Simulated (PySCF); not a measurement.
How methods differ on the excitation energy of Hf

Hf [Xe] 4f14 5d2 6s2 (3F) → Hf [Xe] 4f14 5d4 (5D), as a difference of total energies. All numbers are calculated (PySCF 2.14, a scalar-relativistic core potential, in aug-cc-pwCVDZ-PP with ECP60MDF (6s6p5d3f, 70 functions)). Correlated levels: valence: 5s2 5p6 frozen. The calculations carry no spin-orbit coupling.

| method | excitation energy (cm⁻¹) |
| --- | --- |
| UHF | 35167 |
| MP2 (valence) | 37689 |
| SCS-MP2 (valence) | 42775 |
| CCSD (valence) | 38354 |
| CCSD(T) (valence) | 38554 |
